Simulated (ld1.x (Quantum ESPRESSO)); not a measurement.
## As (Z = 33), ultrasoft: configuration errors across variants

- Element: As
- Generator: ld1.x (Quantum ESPRESSO) 7.5
- Type: ultrasoft
- Functional: PBE
- Relativity: scalar-relativistic
- Frozen core: [Ar] 3d10
- Valence charge: 5
- Reference configuration: 4s2 4p3
- Partial waves: 4s (bound): rcut 1.45, rcutus 1.80 bohr; 4s channel at 3.6 Ry: rcut 1.45, rcutus 1.80 bohr; 4p (bound): rcut 1.55, rcutus 1.85 bohr; 4p channel at 2.2 Ry: rcut 1.55, rcutus 1.85 bohr; 4d channel at 0.05 Ry: rcut 1.75, rcutus 1.95 bohr; 4d channel at 1.45 Ry: rcut 1.75, rcutus 1.95 bohr
- Local potential: all-electron potential smoothed inside 1.70 bohr (lloc = -1)
- Core correction: none
- Augmentation charge: PSQ, inside the norm-conserving radii

All-electron excitation energies from the reference (eV): (1) 4s2 4p2 9.149; (2) 4s2 4p1 27.067; (3) 4s2 4p0 54.770; (4) 4s1 4p3 19.256; (5) 4s1 4p4 9.417; (6) 4s2 4p3.3 -1.234; (7) 4s1 4p0 105.417.

Errors AE − PS in meV (a dash: test not solved or not reliable):

| change | (1) | (2) | (3) | (4) | (5) | (6) | (7) | bound ghosts |
| --- | --- | --- | --- | --- | --- | --- | --- | --- |
| base | -4.4 | -24 | -50 | +1.8 | +13 | +0.1 | +22 | none |
| core correction a·sin(br)/r model core inside 0.72 bohr | -5.0 | -35 | -134 | -22 | -7.7 | +0.1 | -470 | none |
| core correction a·sin(br)/r model core inside 0.92 bohr | -5.0 | -35 | -133 | -22 | -7.7 | +0.1 | -466 | none |
| core correction a·sin(br)/r model core inside 1.12 bohr | -4.9 | -34 | -130 | -21 | -7.3 | +0.1 | -452 | none |
| core correction a·sin(br)/r model core inside 1.54 bohr | -5.3 | -37 | -138 | -22 | -5.8 | +0.1 | -446 | none |
| core correction a·sin(br)/r model core inside 1.70 bohr | -6.3 | -44 | -157 | -18 | -2.3 | +0.1 | -447 | none |
| core correction a·sin(br)/r model core inside 2.00 bohr | -7.4 | -48 | -155 | -9.5 | +4.6 | 0.0 | -322 | none |
| core correction a·sin(br)/r model core inside 2.20 bohr | -7.6 | -47 | -139 | -5.5 | +7.9 | 0.0 | -235 | none |

Question: Give the same row for: core correction a·sin(br)/r model core inside 1.30 bohr.

Answer: -4.7, -32, -122, -21, -7.3, +0.1, -421; bound ghosts: none.
